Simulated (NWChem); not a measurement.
System meant: CH4F2OSi; SMILES F[Si](F)(O)C

Here is an NWChem input.

```
start job
memory heap 200 mb stack 900 mb global 1100 mb
geometry units angstroms noautosym nocenter noautoz
  C      0.383999    -1.792766     0.002227
  Si    -0.018353    -0.002472    -0.000708
  O     -1.640968     0.216808    -0.008464
  F      0.638965     0.745843    -1.273511
  F      0.626969     0.748168     1.276839
  H     -0.034900    -2.281349     0.894248
  H      1.473462    -1.944003     0.002342
  H     -0.034894    -2.283615    -0.888568
  H     -1.983132     1.115658    -0.009307
end
basis spherical
  * library 6-31g*
end
dft
  xc xtpss03 ctpss03
  iterations 150
end
property
  shielding 7 1 2 3 4 6 7 9
end
task dft property
```

End of the output:

```
 Vector   28  Occ=0.000000D+00  E= 7.106293D-02
              MO Center= -5.8D-02, -5.4D-01, -1.0D-03, r^2= 3.7D+00
   Bfn.  Coefficient  Atom+Function         Bfn.  Coefficient  Atom+Function
  ----- ------------  ---------------      ----- ------------  ---------------
    27      0.772223  2 Si pz                76     -0.596970  6 H  s
    80      0.589338  8 H  s                 23      0.470540  2 Si pz
     9      0.397703  1 C  pz                52      0.318746  4 F  s
    66     -0.317572  5 F  s                 41     -0.217056  3 O  pz
    37     -0.208201  3 O  pz                19     -0.158830  2 Si pz

 center of mass
 --------------
 x =   0.02533997 y =   0.09320945 z =  -0.00128295

 moments of inertia (a.u.)
 ------------------
         497.225424209583           3.590756900443          -0.017674820488
           3.590756900443         462.807506602662          -0.012650603395
          -0.017674820488          -0.012650603395         507.303783257571

     Multipole analysis of the density
     ---------------------------------

     L   x y z        total         alpha         beta         nuclear
     -   - - -        -----         -----         ----         -------
     0   0 0 0     -0.000000    -25.000000    -25.000000     50.000000

     1   1 0 0     -0.310366      0.096859      0.096859     -0.504084
     1   0 1 0     -0.228914      0.834138      0.834138     -1.897190
     1   0 0 1     -0.000260      0.033502      0.033502     -0.067265

     2   2 0 0    -25.158404    -76.412496    -76.412496    127.666588
     2   1 1 0     -3.584502      4.247996      4.247996    -12.080495
     2   1 0 1      0.009794     -0.029771     -0.029771      0.069336
     2   0 2 0    -22.955593    -92.090674    -92.090674    161.225755
     2   0 1 1     -0.016949      0.019084      0.019084     -0.055117
     2   0 0 2    -27.471846    -68.836138    -68.836138    110.200429

          -----------------------------------------
          Chemical Shielding Tensors (GIAO, in ppm)
          -----------------------------------------

 ------------------------------------------------------------------------
  xtpss03: d2 not coded                    0
 ------------------------------------------------------------------------
 ------------------------------------------------------------------------
  current input line :
    24: task dft property
 ------------------------------------------------------------------------
 ------------------------------------------------------------------------
 This error has not yet been assigned to a category
 ------------------------------------------------------------------------
 For more information see the NWChem manual at https://nwchemgit.github.io

0: xtpss03: d2 not coded:Received an Error in Communication
```

**Question.** Can this run be used? If not, why, and what is the fix?

**Answer.** The run crashed. Cause: this functional's second derivatives, which shieldings need, aren't coded here; the fix takes a hybrid GGA instead. This input runs:
```
start job
memory heap 200 mb stack 900 mb global 1100 mb
geometry units angstroms noautosym nocenter noautoz
  C      0.383999    -1.792766     0.002227
  Si    -0.018353    -0.002472    -0.000708
  O     -1.640968     0.216808    -0.008464
  F      0.638965     0.745843    -1.273511
  F      0.626969     0.748168     1.276839
  H     -0.034900    -2.281349     0.894248
  H      1.473462    -1.944003     0.002342
  H     -0.034894    -2.283615    -0.888568
  H     -1.983132     1.115658    -0.009307
end
basis spherical
  C library 6-31g*
  Si library 6-31g*
  O library 6-31g*
  F library 6-31g*
  H library 6-31g*
end
dft
  xc pbe0
  iterations 150
end
property
  shielding 7 1 2 3 4 6 7 9
end
task dft property
```
It converges to -604.63956 Ha (PBE0/6-31G* (spherical d), GIAO).
